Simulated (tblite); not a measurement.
C4H7ClSi2.
Numbering: `[CH:1]#[C:2][C@@H:3]1[SiH2:4][C@H:5]1[SiH2:6][Cl:7]` (hydrogens: H8 on C1; H9 on C3; H10, H11 on Si4; H12 on C5; H13, H14 on Si6)

Computed with GFN2-xTB (tblite), gas phase: L-BFGS steps from a force-field or distance-geometry start until the largest atomic force falls under 0.01 eV/Å.

Step 68: E = -546.0007 eV
```
atom  x, y, z in Å  |  force x, y, z in eV/Å
C1      2.3521   -0.4036    2.0503   -0.014  -0.029  -0.017
C2      1.7363   -0.1930    1.0415   -0.033  -0.017   0.008
C3      0.9343    0.1132   -0.0904   -0.006  -0.001   0.000
Si4    -0.0439    1.7417   -0.1182    0.028   0.016  -0.027
C5     -0.5979   -0.0567    0.0873   -0.008   0.007   0.021
Si6    -1.5451   -1.0547   -1.1908    0.056  -0.018  -0.032
Cl7    -3.5126   -0.8814   -0.7470    0.000  -0.012  -0.014
H8      2.9054   -0.6210    2.9147    0.014   0.007  -0.034
H9      1.3342   -0.2769   -1.0207    0.021   0.016   0.018
H10    -0.2289    2.3786   -1.4098    0.001   0.001   0.000
H11     0.0590    2.5758    1.0646   -0.032  -0.003  -0.008
H12    -0.8616   -0.3257    1.1072    0.000   0.005   0.038
H13    -1.1930   -2.4762   -1.1712   -0.023   0.022   0.024
H14    -1.3391   -0.5207   -2.5397   -0.004   0.006   0.025
```

Step 69: E = -546.0014 eV
```
atom  x, y, z in Å  |  force x, y, z in eV/Å
C1      2.3606   -0.4012    2.0449   -0.017  -0.031  -0.013
C2      1.7356   -0.1922    1.0416   -0.008  -0.007   0.013
C3      0.9329    0.1162   -0.0890   -0.005  -0.032   0.009
Si4    -0.0493    1.7403   -0.1130    0.001   0.006  -0.022
C5     -0.5987   -0.0615    0.0886   -0.008   0.027   0.015
Si6    -1.5440   -1.0589   -1.1924    0.057   0.010  -0.002
Cl7    -3.5127   -0.8520   -0.7692   -0.008  -0.016  -0.015
H8      2.9183   -0.6188    2.9064    0.012   0.005  -0.032
H9      1.3361   -0.2693   -1.0194    0.015   0.009   0.006
H10    -0.2399    2.3796   -1.4016    0.002   0.007  -0.016
H11     0.0527    2.5735    1.0699   -0.032   0.003   0.005
H12    -0.8624   -0.3331    1.1082    0.009   0.007   0.021
H13    -1.2124   -2.4837   -1.1547   -0.017   0.001   0.021
H14    -1.3175   -0.5394   -2.5425   -0.001   0.012   0.010
```

Task: Estimate the geometry and energy of step 70. (The exact step hangs on the optimiser's Hessian estimate; all steps are aligned on step 69, rigid shifts and turns removed.)

Result: E = -546.0019 eV, largest force 0.035 eV/Å
```
atom  x, y, z in Å  |  force x, y, z in eV/Å
C1      2.3696   -0.3994    2.0384   -0.017  -0.030  -0.007
C2      1.7360   -0.1925    1.0403    0.008   0.006   0.011
C3      0.9310    0.1176   -0.0878   -0.003  -0.032   0.011
Si4    -0.0553    1.7390   -0.1061   -0.015   0.000  -0.015
C5     -0.5997   -0.0656    0.0912   -0.007   0.030   0.007
Si6    -1.5413   -1.0623   -1.1933    0.027   0.017   0.001
Cl7    -3.5139   -0.8184   -0.7994    0.015  -0.019  -0.021
H8      2.9328   -0.6143    2.8968    0.013  -0.002  -0.025
H9      1.3371   -0.2610   -1.0197    0.004  -0.002   0.000
H10    -0.2581    2.3810   -1.3913    0.009   0.008  -0.023
H11     0.0486    2.5708    1.0774   -0.033   0.001   0.010
H12    -0.8618   -0.3415    1.1107    0.015   0.009   0.005
H13    -1.2369   -2.4926   -1.1328   -0.014   0.008   0.017
H14    -1.2887   -0.5615   -2.5467   -0.002   0.006   0.029
```

The energy changes by -0.0005 eV. The first-order estimate −F·Δx gives -0.0007 eV and the mean of the old and new forces, exact on a quadratic surface, -0.0005 eV. The step makes an angle of 85° with the force vector and moves no atom by more than 0.045 Å.

What follows is the cost of the whole relaxation. On an Arm Neoverse N1 with one thread, shared host, this took 1.4 s of wall time.
